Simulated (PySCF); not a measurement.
**SnO⁺: everyday levels beside a composite calculation**

PySCF; the state is a doublet (π ↑). The composite is CCSD(T) extrapolated to the basis-set limit from two correlation-consistent sets, with core-valence (CV) and scalar-relativistic (SR) terms as its label shows; it has no spin–orbit coupling and nothing beyond (T). Here it is CCSD(T)/CBS(DT). It gives Re = 1.969 Å, ωe = 643 cm⁻¹ and De = 3.23 eV to Sn⁺ + O.

```tsv
level	basis	relativity	Re (Å)	ωe (cm⁻¹)	De (eV)
UHF-SCS-MP2	def2-TZVPPD	scalar-relativistic core potentials	1.971	654	3.10
UHF-CCSD	def2-TZVPPD	scalar-relativistic core potentials	1.966	660	2.91
UHF-CCSD(T)	aug-cc-pVDZ-PP/aug-cc-pVDZ	scalar-relativistic core potentials	2.012	619	2.94
UHF-CCSD(T)	def2-TZVPPD	scalar-relativistic core potentials	1.976	642	3.10
PBE	x2c-SVPall	spin-free X2C	2.029	609	3.64
PBE	def2-TZVPPD	scalar-relativistic core potentials	2.005	600	3.67
BLYP	def2-TZVPPD	scalar-relativistic core potentials	2.020	585	3.57
BP86	def2-TZVPPD	scalar-relativistic core potentials	2.005	601	3.66
PBE0	x2c-SVPall	spin-free X2C	2.002	648	3.11
PBE0	cc-pVTZ-PP/cc-pVTZ	scalar-relativistic core potentials	1.981	644	3.21
```

Task: Give the difference of each row from the composite.

Result: 

```tsv
level	basis	ΔRe (pm)	Δωe (%)	ΔDe (eV)
UHF-SCS-MP2	def2-TZVPPD	+0.2	+1.7	-0.13
UHF-CCSD	def2-TZVPPD	-0.3	+2.6	-0.32
UHF-CCSD(T)	aug-cc-pVDZ-PP/aug-cc-pVDZ	+4.3	-3.7	-0.29
UHF-CCSD(T)	def2-TZVPPD	+0.7	-0.2	-0.13
PBE	x2c-SVPall	+6.0	-5.3	+0.41
PBE	def2-TZVPPD	+3.6	-6.7	+0.44
BLYP	def2-TZVPPD	+5.1	-9.0	+0.34
BP86	def2-TZVPPD	+3.6	-6.5	+0.43
PBE0	x2c-SVPall	+3.3	+0.8	-0.12
PBE0	cc-pVTZ-PP/cc-pVTZ	+1.2	+0.2	-0.02
```

Task: Which rows come closest in De?

Result: PBE0 in cc-pVTZ-PP/cc-pVTZ (-0.02 eV), counted from the composite.

Correlated steps freeze 5 core orbitals. Correlated levels converge slowly with the basis: in double zeta they bind strong bonds too weakly, by up to about 1 eV, and carry superposition errors of some tenths. Spin–orbit coupling is left out, which matters for elements this heavy, above all for dissociation energies. For an ion De counts to the pair picked by the measured ionisation energies or electron affinities, which need not be the lowest pair at this level. The state is the lowest determinant that a PBE0 search found; another state may lie lower at other levels.
